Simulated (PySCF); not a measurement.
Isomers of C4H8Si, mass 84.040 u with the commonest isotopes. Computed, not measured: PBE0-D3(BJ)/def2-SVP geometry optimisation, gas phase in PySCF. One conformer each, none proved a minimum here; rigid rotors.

Question: Order these by out-of-plane moment Σ m c² = (Ia + Ib − Ic)/2, largest first.
A. `[CH2:1]=[CH:2]/[CH:3]=[CH:4]/[SiH3:5]` with C1–C2–C3–C4 180°
B. `[SiH3][C@]12C[C@H]1C2`
C. `C[C@@H]1C=C1[SiH3]`
D. `C1=CC[SiH2]C1`

Answer: B (16.96 u·Å²), C (11.58 u·Å²), D (6.08 u·Å²), A (2.93 u·Å²).

Question: Order these by radius of gyration √(Σ m r²/M), smallest first.
A. `[CH2:1]=[CH:2]/[CH:3]=[CH:4]/[SiH3:5]` with C1–C2–C3–C4 180°
B. `C[C@@H]1C=C1[SiH3]`
C. `[SiH3][C@]12C[C@H]1C2`
D. `C1=CC[SiH2]C1`

Answer: D (1.508 Å), C (1.608 Å), B (1.817 Å), A (2.133 Å).

Question: Order these by rotational constant C, smallest first.
A. `C1=CC[SiH2]C1`
B. `C[C@@H]1C=C1[SiH3]`
C. `[CH2:1]=[CH:2]/[CH:3]=[CH:4]/[SiH3:5]` with C1–C2–C3–C4 180°
D. `[SiH3][C@]12C[C@H]1C2`

Answer: C (1332 MHz), B (1902 MHz), D (2521 MHz), A (2730 MHz).

```
               SMILES  point group  Ia (u·Å²)  Ib (u·Å²)  Ic (u·Å²)      κ  μa (D)  μb (D)  μc (D)
       C=C/C=C/[SiH3]           Cs      22.86     362.45     379.45  -0.99    1.02    0.15    0.00
   C[C@@H]1C=C1[SiH3]           C1      59.86     229.03     265.73  -0.91    0.34    0.37    0.20
        C1=CC[SiH2]C1          C2v      85.26     112.03     185.13   0.11    0.35    0.00    0.01
[SiH3][C@]12C[C@H]1C2           Cs      61.86     172.50     200.44  -0.86    0.45    0.00    0.44
```
